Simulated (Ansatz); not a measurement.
Program: Ansatz. Geometries: PBE0-D4/def2-TZVP. ΔE: electronic, gas phase. CCSD(T)/CBS adds triple-zeta CCSD(T) − MP2 to the extrapolated MP2 energy (def2 sets, frozen cores). This one scheme is used for every species. DFT in def2-TZVPP. One conformer a species, not always the lowest.

Reaction (formal hydrolysis of the Si–C bond): `OC[SiH2]CCl` + H₂O → `OC[SiH2]O` + `CCl`

CCSD(T)/CBS gives -92.3 kJ/mol.

Another level gave -104.1 kJ/mol. Which?
A. r2SCAN0/def2-TZVPP
B. PBE-D4/def2-TZVPP
C. BLYP/def2-TZVPP
D. MP2/def2-TZVPP

C. BLYP -104.1, PBE-D4 -84.2, MP2/def2-TZVPP -95.1, r2SCAN0 -99.4 kJ/mol.

Largest T1 diagnostic among the species: 0.011.

At CCSD(T), def2-SVP lies +5.7 kJ/mol from the extrapolated value and def2-TZVPP −2.2 kJ/mol. From BLYP to BHLYP (50 % exact exchange), in def2-TZVPP and without D4, ΔE moves by −6.3 kJ/mol. In def2-TZVPP, CCSD(T) changes the Hartree–Fock value by +26.3 kJ/mol (the triples alone add +4.0 kJ/mol) and MP2 by +25.7 kJ/mol.
